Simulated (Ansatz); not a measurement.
`CN([SiH2]O)[SiH](O)F` and `CN[SiH2]O` differ in one atom or group.

Ansatz, PBE0-D4/def2-TZVP geometries, multiplicity 1. Each molecule was computed in one conformer, which needn't be the lowest.

| property | `CN([SiH2]O)[SiH](O)F` |
| --- | --- |
| size of the dipole moment (B3LYP/def2-TZVPP) / D | 1.57 |
| HOMO energy (PBE/def2-TZVPP) / eV | -6.09 |
| LUMO energy (ωB97M-V/def2-TZVPP) / eV | 1.76 |
| LUMO energy (PBE/def2-TZVPP) / eV | -0.66 |
| HOMO–LUMO gap (ωB97M-V/def2-TZVPP) / eV | 11.49 |
| HOMO energy (ωB97M-V/def2-TZVPP) / eV | -9.73 |

Task: Give the same properties after the change, and the shifts. (Estimate.)

Result: The calculation gave: 
| property | `CN[SiH2]O` | shift |
| --- | --- | --- |
| size of the dipole moment (B3LYP/def2-TZVPP) / D | 2.02 | 0.45 |
| HOMO energy (PBE/def2-TZVPP) / eV | -5.60 | 0.49 |
| LUMO energy (ωB97M-V/def2-TZVPP) / eV | 2.09 | 0.33 |
| LUMO energy (PBE/def2-TZVPP) / eV | -0.23 | 0.43 |
| HOMO–LUMO gap (ωB97M-V/def2-TZVPP) / eV | 11.44 | -0.05 |
| HOMO energy (ωB97M-V/def2-TZVPP) / eV | -9.35 | 0.38 |

With PBE0 the HOMO rises by 0.46 eV and the LUMO rises by 0.40 eV, so the gap narrows by about 0.06 eV. PBE moves the HOMO by 0.49 eV and ωB97M-V by 0.38 eV. Dipoles are sizes alone; their direction can turn.

B3LYP here is the variant with VWN-RPA as its local correlation; programs differ in this.
